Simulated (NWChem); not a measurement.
System: CH₄I₂Si; SMILES C[SiH](I)I

Here is an NWChem input.

```
start job
memory heap 200 mb stack 900 mb global 1100 mb
geometry units angstroms noautoz
  Si    -0.944008     0.490599     0.000000
  C     -2.534518    -0.483188     0.000000
  I      0.349604    -0.038621    -2.015400
  I      0.349604    -0.038621     2.015400
  H     -1.163005     1.961998     0.000000
  H     -3.123430    -0.235646    -0.897058
  H     -3.123430    -0.235646     0.897058
  H     -2.325569    -1.562937     0.000000
end
basis spherical
  Si library def2-svp
  C library def2-svp
  I library def2-svp
  H library def2-svp
end
ecp
  I library def2-ecp
end
dft
  xc b3lyp
  iterations 150
end
tddft
  nroots 6
  notriplet
end
task tddft energy
```

Parts of the log:

```
             Northwest Computational Chemistry Package (NWChem) 7.3.0
             --------------------------------------------------------

 CS  symmetry detected

                             Geometry "geometry" -> ""
                             -------------------------

 Output coordinates in angstroms (scale by  1.889725989 to convert to a.u.)

  No.       Tag          Charge          X              Y              Z
 ---- ---------------- ---------- -------------- -------------- --------------
    1 Si                  14.0000    -0.93096966     0.50070816     0.00000000
    2 C                    6.0000    -2.53038063    -0.45838919     0.00000000
    3 I                   53.0000     0.35771345    -0.04040336     2.01540000
    4 I                   53.0000     0.35771345    -0.04040336    -2.01540000
    5 H                    1.0000    -1.13640601     1.97406168     0.00000000
    6 H                    1.0000    -3.11698783    -0.20543390     0.89705800
    7 H                    1.0000    -3.11698783    -0.20543390    -0.89705800
    8 H                    1.0000    -2.33138481    -1.54001679     0.00000000

 Effective nuclear repulsion energy (a.u.)     893.2278086096

      Symmetry information
      --------------------

 Group name             Cs
 Group number              2
 Group order               2
 No. of unique centers     6

                                 NWChem DFT Module
                                 -----------------

 Summary of "ao basis" -> "ao basis" (spherical)
 ------------------------------------------------------------------------------
       Tag                 Description            Shells   Functions and Types
 ---------------- ------------------------------  ------  ---------------------
 Si                         def2-svp                 8       18   4s3p1d
 C                          def2-svp                 6       14   3s2p1d
 I                          def2-svp                10       26   4s4p2d
 H                          def2-svp                 3        5   2s1p

      Symmetry analysis of basis
      --------------------------

        a'         62
        a"         42

            General Information
            -------------------
          SCF calculation type: DFT
          Wavefunction type:  closed shell.
          No. of atoms     :     8
          No. of electrons :    74
           Alpha electrons :    37
            Beta electrons :    37
          Charge           :     0
          Spin multiplicity:     1
          Use of symmetry is: off; symmetry adaption is: on
          Maximum number of iterations: 150
          AO basis - number of functions:   104
                     number of shells:    46
          Convergence on energy requested:  1.00D-06
          Convergence on density requested:  1.00D-05
          Convergence on gradient requested:  5.00D-04

              XC Information
              --------------
                         B3LYP Method XC Potential
                     Hartree-Fock (Exact) Exchange  0.200
                        Slater Exchange Functional  0.800 local
                    Becke 1988 Exchange Functional  0.720 non-local
              Lee-Yang-Parr Correlation Functional  0.810
                  VWN I RPA Correlation Functional  0.190 local

             Grid Information
             ----------------
          Grid used for XC integration:  medium
          Radial quadrature: Mura-Knowles
          Angular quadrature: Lebedev.
          Tag              B.-S. Rad. Rad. Pts. Rad. Cut. Ang. Pts.
          ---              ---------- --------- --------- ---------
          Si                  1.10       88           9.0       590
          C                   0.70       49          10.0       434
          I                   1.40      123          12.0       590
          H                   0.35       45          12.0       434
          Grid pruning is: on
          Number of quadrature shells:   563
          Spatial weights used:  Erf1

      Superposition of Atomic Density Guess
      -------------------------------------

 Sum of atomic energies:       -1022.61471065

      Non-variational initial energy
      ------------------------------

 Total energy =    -922.996713
 1-e energy   =   -2196.805874
 2-e energy   =     918.500148
 HOMO         =      -0.330771
 LUMO         =       0.014910

[...]

                                NWChem TDDFT Module
                                -------------------

            General Information
            -------------------
           No. of orbitals :     208
            Alpha orbitals :     104
             Beta orbitals :     104
        Alpha frozen cores :       0
         Beta frozen cores :       0
     Alpha frozen virtuals :       0
      Beta frozen virtuals :       0
         Spin multiplicity :       1
    Number of AO functions :     104
        Use of symmetry is : off
      Symmetry adaption is : on
         Schwarz screening :  0.10D-07

              XC Information
              --------------
                  B3LYP Method XC Potential
              Hartree-Fock (Exact) Exchange   0.20
                 Slater Exchange Functional   0.80 local
             Becke 1988 Exchange Functional   0.72 non-local
       Lee-Yang-Parr Correlation Functional   0.81
           VWN I RPA Correlation Functional   0.19 local

             TDDFT Information
             -----------------
          Calculation type : TDDFT
         Wavefunction type : Restricted singlets
          No. of electrons :      74
           Alpha electrons :      37
            Beta electrons :      37
              No. of roots :       6
          Max subspacesize :    5200
            Max iterations :     100
               Target root :       1
           Target symmetry : none
      Symmetry restriction : off
                 Algorithm : Optimal
        Davidson threshold :  0.10D-03

    6 smallest eigenvalue differences (eV)
--------------------------------------------------------
  No. Spin  Occ  Vir  Irrep   E(Occ)    E(Vir)   E(Diff)
--------------------------------------------------------
    1    1   37   38 a"       -0.264    -0.047     5.928
    2    1   36   38 a'       -0.272    -0.047     6.149
    3    1   35   38 a"       -0.274    -0.047     6.177
    4    1   34   38 a'       -0.283    -0.047     6.431
    5    1   37   39 a'       -0.264    -0.007     6.990
    6    1   36   39 a"       -0.272    -0.007     7.211
--------------------------------------------------------

  Entering Davidson iterations
  Restricted singlet excited states

  Iter   NTrls   NConv    DeltaV     DeltaE      Time
  ----  ------  ------  ---------  ---------  ---------
    1      6       0     0.12E+00   0.10+100       10.3
    2     18       0     0.34E-01   0.69E-02       15.0
    3     30       0     0.92E-02   0.49E-03       15.2
    4     42       0     0.28E-02   0.33E-04       15.1
    5     54       0     0.11E-02   0.28E-05       15.8
    6     66       0     0.48E-03   0.33E-06       15.2
    7     78       4     0.16E-03   0.41E-07       14.6
    8     82       6     0.66E-04   0.46E-08        8.2
  ----  ------  ------  ---------  ---------  ---------
  Convergence criterion met

  Ground state a'       -925.581964461486 a.u.

  ----------------------------------------------------------------------------
  Root   1 singlet a"             0.186859930 a.u.                5.0847 eV
  ----------------------------------------------------------------------------
     Transition Moments    X  0.00000   Y  0.00000   Z  0.65812
     Dipole Oscillator Strength                    0.0539553497
     Electric Quadrupole                           0.0000000070
     Magnetic Dipole                               0.0000008185
     Total Oscillator Strength                     0.0539561751

     Occ.   33  a"  ---  Virt.   38  a'   0.09768 X
     Occ.   34  a'  ---  Virt.   39  a"   0.15964 X
     Occ.   35  a"  ---  Virt.   38  a'   0.10559 X
     Occ.   37  a"  ---  Virt.   38  a'  -0.97392 X
  ----------------------------------------------------------------------------
  Root   2 singlet a'             0.189139477 a.u.                5.1467 eV
  ----------------------------------------------------------------------------
     Transition Moments    X  0.05362   Y  0.20598   Z -0.00000
     Dipole Oscillator Strength                    0.0057123768
     Electric Quadrupole                           0.0000000111
     Magnetic Dipole                               0.0000000072
     Total Oscillator Strength                     0.0057123951

     Occ.   35  a"  ---  Virt.   39  a"  -0.05741 X
     Occ.   36  a'  ---  Virt.   38  a'  -0.99713 X
  ----------------------------------------------------------------------------
  Root   3 singlet a"             0.190029989 a.u.                5.1710 eV
  ----------------------------------------------------------------------------
     Transition Moments    X  0.00000   Y -0.00000   Z  0.11027
     Dipole Oscillator Strength                    0.0015404766
     Electric Quadrupole                           0.0000000329
     Magnetic Dipole                               0.0000002380
     Total Oscillator Strength                     0.0015407475

     Occ.   35  a"  ---  Virt.   38  a'  -0.99139 X
     Occ.   36  a'  ---  Virt.   39  a"  -0.06958 X
     Occ.   37  a"  ---  Virt.   38  a'  -0.09998 X
  ----------------------------------------------------------------------------
  Root   4 singlet a'             0.200461408 a.u.                5.4548 eV
  ----------------------------------------------------------------------------
     Transition Moments    X -0.18382   Y  0.04458   Z  0.00000
     Dipole Oscillator Strength                    0.0047812090
     Electric Quadrupole                           0.0000000082
     Magnetic Dipole                               0.0000000014
     Total Oscillator Strength                     0.0047812187

[...]
```

Level: B3LYP/def2-SVP with def2 effective core potentials on I, full TDDFT. Geometry: optimised at PBE0/def2-SVP. No frequency run checked for a minimum. def2 effective core potentials on I; no spin-orbit coupling.
